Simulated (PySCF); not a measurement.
N-methylmethanimine (C2H5N), SMILES C=NC. Atoms are numbered in the order given.

```xyz
8

C      0.1335     1.1380     0.0000
N     -0.5318    -0.1378     0.0000
C      0.1804    -1.1734     0.0000
H     -0.1866     1.7067    -0.8771
H     -0.1866     1.7067     0.8771
H      1.2309     1.0642     0.0000
H      1.2800    -1.1488     0.0000
H     -0.2986    -2.1520     0.0000
```

Geometry: PBE0-D3(BJ)/def2-TZVP.

These are CAM-B3LYP/def2-TZVPD (PySCF) values and carry that method's errors.

Symmetry labels are those of the subgroup Cs that the program uses (full group Cs).

Computed valence orbital energies around the gap with their symmetry:
```csv
orbital,symmetry,energy (eV)
HOMO−7,A',-21.61
HOMO−6,A',-17.94
HOMO−5,A',-15.09
HOMO−4,A',-14.52
HOMO−3,A",-13.81
HOMO−2,A',-12.16
HOMO−1,A",-10.14
HOMO,A',-8.83
LUMO,A",0.78
LUMO+1,A',1.04
LUMO+2,A',1.63
LUMO+3,A',2.34
```
